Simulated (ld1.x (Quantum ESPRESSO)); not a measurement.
Pr (Z = 59): ultrasoft pseudisation with PBE, scalar-relativistic reference atom.

```json
{"Element": "Pr", "Generator": "ld1.x (Quantum ESPRESSO) 7.5", "Type": "ultrasoft", "Functional": "PBE", "Relativity": "scalar-relativistic", "Frozen core": "[Kr] 4d10", "Valence charge": "13", "Reference configuration": "4f3 5s2 5p6 5d0 6s2 6p0", "Partial waves": "5s (bound): rcut 1.95, rcutus 2.20 bohr; 6s (bound): rcut 1.95, rcutus 2.20 bohr; 5p (bound): rcut 3.20, rcutus 3.45 bohr; 6p (bound, empty): rcut 3.20, rcutus 3.45 bohr; 5d (bound, empty): rcut 2.65, rcutus 3.65 bohr; 5d channel at 3.15 Ry: rcut 2.65, rcutus 3.65 bohr; 4f (bound): rcut 1.50, rcutus 2.00 bohr; 4f channel at 0.5 Ry: rcut 1.50, rcutus 2.00 bohr", "Local potential": "all-electron potential smoothed inside 2.20 bohr (lloc = -1)", "Core correction": "a·sin(br)/r model core inside 1.85 bohr", "Augmentation charge": "PSQ, radius 1.60 bohr"}
```

Question: Does the generator finish with these settings?

Answer: Yes, a potential is produced and its reference levels are reproduced.

Question: Is the overlap operator S = 1 + Σ q|β⟩⟨β| positive definite (Bessel basis up to 400 Ry)?

Answer: No: its lowest eigenvalue is -0.524, in the p channel, so the generalised eigenproblem breaks down once the basis is large enough.

Its largest configuration-test error is -1.8 meV (4f3 5s2 5p6 5d0 6s1 6p0). Test run stopped at test 3 of 7 (negative rho), 1 before it not solved. Not counted: 4f3 5s2 5p6 5d0 6s0 6p0 (solver errors, printed error -889 eV).

The ghost test of this file was not conclusive. Its overlap operator is not positive definite in a basis up to 400 Ry (lowest eigenvalue p -0.52), so the file is unfit for use: the generalised eigenproblem breaks down once the basis is large enough, and its test numbers describe a broken file.
